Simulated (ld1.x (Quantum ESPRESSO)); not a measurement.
# silicon (Si), ultrasoft: configuration errors across variants

```json
{"Element": "Si", "Generator": "ld1.x (Quantum ESPRESSO) 7.5", "Type": "ultrasoft", "Functional": "LDA (PZ)", "Relativity": "scalar-relativistic", "Frozen core": "[Ne]", "Valence charge": "4", "Reference configuration": "3s2 3p1.75 (charge +0.25)", "Partial waves": "3s (bound): rcut 1.50, rcutus 1.80 bohr; 3s channel at 1.5 Ry: rcut 1.50, rcutus 1.80 bohr; 3p (bound): rcut 1.50, rcutus 2.00 bohr; 3p channel at 0.2 Ry: rcut 1.50, rcutus 2.00 bohr; 3d channel at 0.2 Ry: rcut 1.65, rcutus 1.90 bohr; 3d channel at 2.25 Ry: rcut 1.65, rcutus 1.90 bohr", "Local potential": "all-electron potential smoothed inside 1.70 bohr (lloc = -2)", "Core correction": "Bessel-smoothed model core inside 1.85 bohr", "Augmentation charge": "PSQ, radius 1.40 bohr"}
```

All-electron excitation energies from the reference (eV): (1) 3s2 3p2 -1.258; (2) 3s2 3p1 6.571; (3) 3s2 3p0 22.686; (4) 3s2 3p1.5 1.707; (5) 3s1 3p0 56.830; (6) 3s1 3p3 5.549; (7) 3s1 3p2 13.985; (8) 3s2 3p1.75 spin -0.505; (9) 3s2 3p2 spin -1.869.

Spin tests fill each open shell by Hund’s rule, majority spin first.

3 further variants failed, have other tests or another functional or relativity, and are left out.

Errors AE − PS in meV (a dash: test not solved or not reliable):

```tsv
change	(1)	(2)	(3)	(4)	(5)	(6)	(7)	(8)	(9)	bound ghosts
base	+0.1	+0.3	+7.4	-0.1	+46	+1.0	+1.7	+14	+16	none
local potential all-electron potential smoothed inside 1.56 bohr (lloc = -2)	+0.1	+0.3	+7.4	-0.1	+46	+1.0	+1.7	+14	+16	none
local potential all-electron potential smoothed inside 1.65 bohr (lloc = -1)	+0.1	+0.3	+7.4	-0.1	+46	+1.0	+1.7	+14	+16	none
all radii but the core radius scaled by about 1.14 (s 2.04, p 2.28, d 2.16 bohr, rcut 1.70/1.70/1.88); local potential all-electron potential smoothed inside 1.94 bohr (lloc = -2); augmentation PSQ, radius 1.58 bohr	+0.1	+0.4	+9.9	0.0	+62	+0.7	+2.0	+13	+15	none
waves 3p (bound): rcut 1.50, rcutus 1.94 bohr; 3p channel at 0.2 Ry: rcut 1.50, rcutus 1.94 bohr	+0.1	+0.3	+7.2	-0.1	+45	+1.1	+1.8	+14	+16	none
type TM; waves now 3s (bound): rc 1.80 bohr; 3p (bound): rc 2.00 bohr; 3d channel at 0.2 Ry: rc 1.90 bohr; local potential all-electron potential smoothed inside 1.50 bohr (lloc = -1)	+0.2	+2.6	+28	+0.1	+127	-0.1	+6.9	+17	+19	none
core correction Bessel-smoothed model core inside 1.58 bohr	+0.1	0.0	+3.1	-0.1	+2.9	-0.3	-1.5	+5.0	+5.8	none
wave 3d channel at 2.25 Ry: rcut 1.65, rcutus 1.90 bohr becomes 3d channel at 4.62 Ry: rcut 1.65, rcutus 1.90 bohr	+0.1	+0.3	+7.4	-0.1	+46	+1.0	+1.7	+14	+16	none
waves 3d channel at 0.2 Ry: rcut 1.16, rcutus 1.24 bohr; 3d channel at 2.25 Ry: rcut 1.16, rcutus 1.24 bohr	+0.1	+0.3	+7.4	-0.1	+46	+1.0	+1.7	+14	+16	none
```

Give the same row for: augmentation PSQ, inside the norm-conserving radii.

+0.1, +0.3, +7.9, 0.0, +48, +0.8, +1.5, +13, +15; bound ghosts: none.
